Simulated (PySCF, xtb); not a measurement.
GaCl4, SMILES [Ga-]([Cl])([Cl])([Cl])[Cl], charge -1.

xtb with GFN2-xTB at its own geometry gives an orbital gap of 6.26 eV.

Coordinates come from a B3LYP-D3(BJ)/def2-SVPD optimisation. The isomer is the one that the SMILES or the coordinates give; other isomers of the formula were not compared.

What does r2SCAN/def2-SVPD run with PySCF give? (Estimate from the structure and the level; the computed values follow.)

gap 5.84 eV (levels -3.62 and 2.21 eV).
